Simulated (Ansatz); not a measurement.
(BeO)6 prism (Be₆O₆), relaxed as a singlet with RKS PBE-D4/def2-SVP in Ansatz, starting from the GFN2-xTB geometry. Force threshold 0.02 eV/Å.

Start:

```xyz
12

Be   -1.0665   -0.5359    1.0654
O    -1.2803    0.9531    0.9200
Be    0.0122    1.5464    0.4097
O     1.4225    1.0335    0.5572
Be    1.3434   -0.4622    0.7353
O     0.2157   -1.2992    1.2897
Be   -0.0102   -1.5470   -0.4097
O    -1.4223   -1.0342   -0.5530
Be   -1.3438    0.4647   -0.7316
O    -0.2150    1.2996   -1.2896
Be    1.0655    0.5337   -1.0693
O     1.2789   -0.9526   -0.9242
```

(1) Estimate the energy that the relaxation releases and the steps that it takes.

(2) Does the start keep its bonding and symmetry?

(3) Predict the relaxed structure.

Results:

(1) 56.7 kJ/mol, in 8 steps; 11 s on 4 threads of Arm Neoverse V2 on a shared host. No frequencies were taken in this run, so the end may be a saddle point.

(2) By distances, no bond broke or formed. The bond that changes most is Be3–O4, from 1.51 to 1.58 Å (atoms count from 1). Point group D3d at the start, D3d at the end, both within 0.05 Å.

(3) 
Cartesian coordinates in Å:
```
Be -1.1182 -0.5680 1.0732
O -1.3475 0.9807 0.8990
Be 0.0058 1.6043 0.3880
O 1.4806 1.0653 0.5111
Be 1.3959 -0.4926 0.7280
O 0.2165 -1.3778 1.2817
Be -0.0058 -1.6043 -0.3880
O -1.4807 -1.0654 -0.5110
Be -1.3959 0.4925 -0.7280
O -0.2165 1.3778 -1.2817
Be 1.1183 0.5681 -1.0731
O 1.3474 -0.9806 -0.8990
```
Bond lengths (bridged metal pairs left out): 18 × Be–O 1.58 to 1.70 Å.
